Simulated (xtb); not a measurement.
Ge(SiH3)2 (GeH6Si2), SMILES [SiH3][Ge][SiH3] (connectivity only; charge and spin as stated), neutral, multiplicity 1. All values are semi-empirical tight-binding results from xtb (GFN2-xTB unless named), good for trends rather than for accurate numbers. Geometry: GFN2-xTB. The structure was generated by enumeration; whether it is a known compound was not checked.

A frequency run showed that this geometry is not a minimum.

For metal compounds this method's bond lengths and energies can be far off.

Computed properties:
```
Item           Value
-----------  -------
orbital gap  1.45 eV
```
